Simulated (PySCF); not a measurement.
Si(AsH2)(OH)3 (AsH5O3Si), SMILES O[Si](O)([AsH2])O.

Geometry: PBE0-D3(BJ)/def2-SVP. The structure was generated by enumeration, and PubChem lists no compound with its InChIKey, so it may never have been made. The values are those of a single conformer.

Level of theory: PBE0-D3(BJ)/def2-SVP (PySCF).

Frequencies are harmonic and unscaled.

Computed harmonic wavenumbers and intensities:
```json
[
 {"mode": "1", "ν (cm⁻¹)": "97", "IR (km/mol)": "2.2", "moving atoms (share of kinetic energy)": "H 91 %, O 9 %"},
 {"mode": "2", "ν (cm⁻¹)": "120", "IR (km/mol)": "54.4", "moving atoms (share of kinetic energy)": "O 62 %, H 28 %"},
 {"mode": "3", "ν (cm⁻¹)": "153", "IR (km/mol)": "4.5", "moving atoms (share of kinetic energy)": "O 64 %, H 15 %, Si 11 %, As 10 %"},
 {"mode": "4", "ν (cm⁻¹)": "212", "IR (km/mol)": "53.9", "moving atoms (share of kinetic energy)": "H 69 %, O 21 %"},
 {"mode": "5", "ν (cm⁻¹)": "215", "IR (km/mol)": "52.8", "moving atoms (share of kinetic energy)": "H 67 %, O 19 %, Si 13 %"},
 {"mode": "6", "ν (cm⁻¹)": "238", "IR (km/mol)": "17.2", "moving atoms (share of kinetic energy)": "O 41 %, As 32 %, H 26 %"},
 {"mode": "7", "ν (cm⁻¹)": "265", "IR (km/mol)": "45.2", "moving atoms (share of kinetic energy)": "H 70 %, O 21 %"},
 {"mode": "8", "ν (cm⁻¹)": "310", "IR (km/mol)": "35.5", "moving atoms (share of kinetic energy)": "O 64 %, H 24 %, Si 11 %"},
 {"mode": "9", "ν (cm⁻¹)": "362", "IR (km/mol)": "91.2", "moving atoms (share of kinetic energy)": "O 50 %, H 41 %, Si 8 %"},
 {"mode": "10", "ν (cm⁻¹)": "442", "IR (km/mol)": "134.1", "moving atoms (share of kinetic energy)": "Si 50 %, O 30 %, H 14 %"},
 {"mode": "11", "ν (cm⁻¹)": "596", "IR (km/mol)": "12.3", "moving atoms (share of kinetic energy)": "H 92 %"},
 {"mode": "12", "ν (cm⁻¹)": "652", "IR (km/mol)": "13.2", "moving atoms (share of kinetic energy)": "H 94 %"},
 {"mode": "13", "ν (cm⁻¹)": "781", "IR (km/mol)": "136.4", "moving atoms (share of kinetic energy)": "O 53 %, H 43 %"},
 {"mode": "14", "ν (cm⁻¹)": "801", "IR (km/mol)": "152.2", "moving atoms (share of kinetic energy)": "H 67 %, O 31 %"},
 {"mode": "15", "ν (cm⁻¹)": "812", "IR (km/mol)": "202.6", "moving atoms (share of kinetic energy)": "H 71 %, O 27 %"},
 {"mode": "16", "ν (cm⁻¹)": "862", "IR (km/mol)": "197.2", "moving atoms (share of kinetic energy)": "H 47 %, O 29 %, Si 24 %"},
 {"mode": "17", "ν (cm⁻¹)": "946", "IR (km/mol)": "143.9", "moving atoms (share of kinetic energy)": "Si 43 %, O 39 %, H 18 %"},
 {"mode": "18", "ν (cm⁻¹)": "977", "IR (km/mol)": "132.3", "moving atoms (share of kinetic energy)": "Si 44 %, O 37 %, H 18 %"},
 {"mode": "19", "ν (cm⁻¹)": "994", "IR (km/mol)": "61.5", "moving atoms (share of kinetic energy)": "H 91 %"},
 {"mode": "20", "ν (cm⁻¹)": "2207", "IR (km/mol)": "76.6", "moving atoms (share of kinetic energy)": "H 99 %"},
 {"mode": "21", "ν (cm⁻¹)": "2220", "IR (km/mol)": "93.2", "moving atoms (share of kinetic energy)": "H 99 %"},
 {"mode": "22", "ν (cm⁻¹)": "3908", "IR (km/mol)": "105.4", "moving atoms (share of kinetic energy)": "H 94 %"},
 {"mode": "23", "ν (cm⁻¹)": "3929", "IR (km/mol)": "122.8", "moving atoms (share of kinetic energy)": "H 94 %"},
 {"mode": "24", "ν (cm⁻¹)": "3937", "IR (km/mol)": "88.3", "moving atoms (share of kinetic energy)": "H 94 %"}
]
```
